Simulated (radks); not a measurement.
Results of a calculation; reference values are marked as such.
Species: Rh II. Configuration: [Kr] 4d8. Code: a radial shooting solver on a logarithmic mesh with Libxc functionals. Model: Dirac Kohn-Sham, BP86, spin-unpolarised, spherical densities, finite nucleus; open shells are shared between the two j in proportion to 2j + 1; Fermi nuclear charge, rms radius 4.4945 fm.

Unscreened Slater integrals over Kohn-Sham orbitals (cm^-1). Large and small components are both included. Empty in this configuration: 5s1/2.

F0(4d5/2,4d5/2): 129120
F2(4d5/2,4d5/2): 62903
F4(4d5/2,4d5/2): 40596
F0(4d5/2,4d3/2): 130010
F2(4d5/2,4d3/2): 63361
G2(4d5/2,4d3/2): 63335
G4(4d5/2,4d3/2): 40890
F0(4d5/2,4p3/2): 149280
F2(4d5/2,4p3/2): 71374
G1(4d5/2,4p3/2): 88779
G3(4d5/2,4p3/2): 53820
F0(4d5/2,4p1/2): 150740
G3(4d5/2,4p1/2): 53142
F0(4d5/2,5s1/2): 81570
G2(4d5/2,5s1/2): 16147
F0(4d3/2,4d3/2): 130920
F2(4d3/2,4d3/2): 63841
F0(4d3/2,4p3/2): 150610
F2(4d3/2,4p3/2): 72372
G1(4d3/2,4p3/2): 90328
G3(4d3/2,4p3/2): 54786
F0(4d3/2,4p1/2): 152110
G1(4d3/2,4p1/2): 89370
F0(4d3/2,5s1/2): 81765
G2(4d3/2,5s1/2): 15674
F0(4p3/2,4p3/2): 180910
F2(4p3/2,4p3/2): 94648
F0(4p3/2,4p1/2): 183500
G2(4p3/2,4p1/2): 95775
F0(4p3/2,5s1/2): 85371
G1(4p3/2,5s1/2): 5354.2
F0(4p1/2,4p1/2): 186240
F0(4p1/2,5s1/2): 85601
G1(4p1/2,5s1/2): 5049.3
F0(5s1/2,5s1/2): 67568
